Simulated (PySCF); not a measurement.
## A survey of ³³S NMR shifts

No relativistic terms, one conformer, no solvent, averaged over atoms made equivalent by symmetry, fast rotation or ring inversion. GFN2-xTB structure; NMR shieldings at PBE0/pcSseg-1/GIAO; PySCF 2.14.0 with density-fitted response routines.

Shieldings were converted by a linear fit to measured shifts: ³³S (scatter 33.3 ppm rms vs sulfate, solution or neat liquid). Occasional misses reach two or three times the rms, and more in compound classes unlike the fitted ones.

Problem. Give the ³³S shifts of `CC(C)c1ccsc1C(=O)Cl`, `C1CCCSCC1`.

Solution. 
| compound | environment | δ (ppm) |
| --- | --- | --- |
| CC(C)c1ccsc1C(=O)Cl | aromatic ring sulfur | -67 |
| C1CCCSCC1 | sulfide sulfur | -340 |

Problem. Match the shifts 35, -87, -343, -531 ppm to `CC(C)c1csc(C(=O)Cl)c1`, `SC1CCCCC1`, `CP(C)(=S)CP`, `N#Cc1csc([SiH3])p1`.

Solution. 35: N#Cc1csc([SiH3])p1 (aromatic ring sulfur); -87: CC(C)c1csc(C(=O)Cl)c1 (aromatic ring sulfur); -343: SC1CCCCC1 (thiol sulfur); -531: CP(C)(=S)CP (sulfur bonded to P).
